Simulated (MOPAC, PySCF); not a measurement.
C$_{10}$H$_{7}$BS, SMILES `Bc1c(C#C)ccc2sccc12`, neutral singlet in the gas phase. 

Cartesian coordinates (Å):
```xyz
19

B      0.1469     2.2183    -0.2359
C      0.1668     0.6882    -0.0566
C      1.3747    -0.0125     0.1925
C      2.6326     0.6609     0.2886
C      3.7298     1.1704     0.3810
C      1.3879    -1.4157     0.3570
C      0.2205    -2.1556     0.2807
C     -0.9825    -1.4905     0.0363
S     -2.5534    -2.2140    -0.0977
C     -3.2714    -0.6656    -0.3771
C     -2.3743     0.3577    -0.3714
C     -1.0279    -0.0837    -0.1334
H     -0.8909     2.7989    -0.4496
H      1.1653     2.8576    -0.1657
H      4.6926     1.6404     0.4595
H      2.3392    -1.9152     0.5470
H      0.2443    -3.2400     0.4097
H     -4.3477    -0.5976    -0.5343
H     -2.6525     1.3981    -0.5307
```
Charge 0, multiplicity 1.

All levels are single points at this geometry (PBE0-D3(BJ)/def2-SVP); Pople sets use spherical d functions. Orbital energies aren't observables, and empty levels follow the basis.

```tsv
level	HOMO (eV)	LUMO (eV)	gap (eV)	dipole (D)	vertical IE, Delta-SCF (eV)
PBE0-D3(BJ)/def2-TZVP in PySCF	-6.66	-2.39	4.27	1.48	8.16
B3LYP/3-21G in PySCF	-6.36	-2.27	4.09	1.31	–
M06-2X/6-31G* in PySCF	-7.43	-1.29	6.13	1.10	–
SVWN5/6-31G* in PySCF	-5.69	-3.07	2.61	1.62	7.99
AM1 in MOPAC	-8.58	-0.62	7.96	0.54	–
PM3 in MOPAC	-8.94	-1.22	7.72	0.95	–
```
